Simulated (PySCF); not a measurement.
CaF, SMILES [F][Ca], multiplicity 2. Atoms are numbered in the order given.

```xyz
2

Ca     0.0000     0.0000    -0.6067
F      0.0000     0.0000     1.3482
```
Charge 0, spin multiplicity 2.

Geometry: PBE0-D3(BJ)/def2-TZVPD. The spin state was assumed, not searched.

All values below come from PySCF with ωB97X/def2-TZVPD.

Mulliken values depend strongly on the basis, most of all with diffuse functions as here. ESP charges are fitted to the potential on shells at 1.4 to 2.0 van der Waals radii. Atomic charges (e):

```
atom  meta-Löwdin  ESP fit  Mulliken  Mulliken spin
----  -----------  -------  --------  -------------
Ca1          0.91     0.38      0.79           1.00
F2          -0.91    -0.38     -0.79           0.00
```
